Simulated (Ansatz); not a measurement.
Program: Ansatz 0.2.0.

`B[SiH]1C[SiH2]1` at its PBE0-D4/def2-TZVP geometry, where that method's forces vanish. Total charge 0; spin multiplicity 1.

| atom | x (Å) | y (Å) | z (Å) |
| --- | --- | --- | --- |
| B1 | 0.918 | 1.341 | 0.176 |
| Si2 | -0.899 | 0.849 | 0.581 |
| C3 | -1.224 | -0.650 | -0.487 |
| Si4 | 0.656 | -0.805 | -0.168 |
| H5 | 1.226 | 1.567 | -0.964 |
| H6 | 1.548 | 1.853 | 1.053 |
| H7 | -1.324 | 0.561 | 1.986 |
| H8 | -1.412 | -0.440 | -1.539 |
| H9 | -1.888 | -1.423 | -0.109 |
| H10 | 0.957 | -1.819 | 0.871 |
| H11 | 1.441 | -1.034 | -1.400 |

**Question.** For each bond, give half the difference of the two atoms' forces along it (eV/Å; positive pushes the atoms apart) under PBE-D4, r2SCAN-D4, B3LYP-D4, ωB97M-V in def2-TZVPP. (Estimate.)

**Answer.** The calculation gave: 
```tsv
bond	length (Å)	PBE-D4	r2SCAN-D4	B3LYP-D4	ωB97M-V
B1–Si2	1.925	0.02	0.04	0.18	0.03
B1–Si4	2.189	-0.08	-0.01	0.22	0.13
B1–H5	1.202	0.06	-0.03	-0.12	-0.09
B1–H6	1.196	0.06	-0.04	-0.12	-0.08
Si2–C3	1.869	0.14	0.07	0.16	0.03
Si2–Si4	2.390	0.12	0.03	0.35	0.15
Si2–H7	1.496	0.10	-0.01	-0.12	-0.13
C3–Si4	1.913	0.06	0.04	0.14	0.08
C3–H8	1.089	0.09	-0.03	-0.07	-0.04
C3–H9	1.087	0.07	-0.03	-0.07	-0.04
Si4–H10	1.483	0.08	0.00	-0.15	-0.15
Si4–H11	1.479	0.08	-0.02	-0.16	-0.17
```

B3LYP here is the variant with VWN-RPA as its local correlation; programs differ in this.
